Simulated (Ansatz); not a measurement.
Molecule: sum formula MoO2Cl (charge 0, doublet). The spin state was set by rule; other spins were not relaxed. 
Geometry from a B3LYP-D3(BJ)/def2-TZVP (Ansatz, a first-principles code) optimisation:
```
Mo
O 1 1.6866
O 1 1.6866 2 111.47
Cl 1 2.2720 2 118.37 3 -142.44
```
Charge 0, spin multiplicity 2.

Wanted: atomisation energy (electronic, to ground-state atoms), in kJ/mol. Valence correlation only, unless marked. UHF or UKS for open shells. Spin-orbit coupling is left out. The frozen core is the preceding noble-gas configuration, with the filled d and f shells of earlier blocks. In def2 rows, elements after Kr have scalar-relativistic effective core potentials. STO-3G rows are all-electron and non-relativistic. The coupled-cluster limit lacks core correlation, which all-electron functionals hold. CBS marks a two-point X^-3 extrapolation of the correlation energy; Hartree-Fock from the larger set. [CCSD(T)-MP2]/basis is that difference in the basis named.

The UHF reference is spin-contaminated (<S^2> 0.84 over the pure value in the largest basis). The T1 diagnostic of CCSD in the largest basis is 0.081, which is high, so the coupled-cluster rows are less sure than usual.

| level | program | atomisation energy (kJ/mol) |
|---|---|---|
| PBE-D3(BJ)/def2-TZVPD | Ansatz + dftd3 | 1754.8 |
| revPBE-D4/def2-TZVPD | Ansatz + dftd4 | 1682.9 |
| revPBE/def2-TZVPD | Ansatz | 1655.2 |
| r2SCAN/def2-TZVPD | Ansatz | 1616.4 |
| B3LYP/def2-TZVPD | Ansatz | [?] |
| PBE0/STO-3G | Ansatz | 2020.3 |
| PBE0-D3(BJ)/def2-TZVP | Ansatz + dftd3 | 1539.6 |
| PBE0-D4/def2-TZVPD | Ansatz + dftd4 | 1541.8 |
| r2SCAN0/def2-TZVPD | Ansatz | 1432.9 |
| HSE06-D3(BJ)/def2-TZVPD | Ansatz + dftd3 | 1543.4 |
| HSE06-D4/def2-TZVPD | Ansatz + dftd4 | 1544.4 |
| CAM-B3LYP-D4/def2-TZVPD | Ansatz + dftd4 | 1583.3 |
| wB97M-V/def2-TZVPD | Ansatz | 1553.0 |
| B2GP-PLYP/def2-TZVPD | Ansatz | 1605.0 |
| RI-MP2/CBS(def2-TZVPP,def2-QZVPP)+[CCSD(T)-MP2]/def2-TZVPP | Ansatz | [?] |

### Question
Some entries are withheld; supply them.

### Answer

- B3LYP/def2-TZVPD, atomisation energy (kJ/mol): 1584.6
- RI-MP2/CBS(def2-TZVPP,def2-QZVPP)+[CCSD(T)-MP2]/def2-TZVPP, atomisation energy (kJ/mol): 1593.6
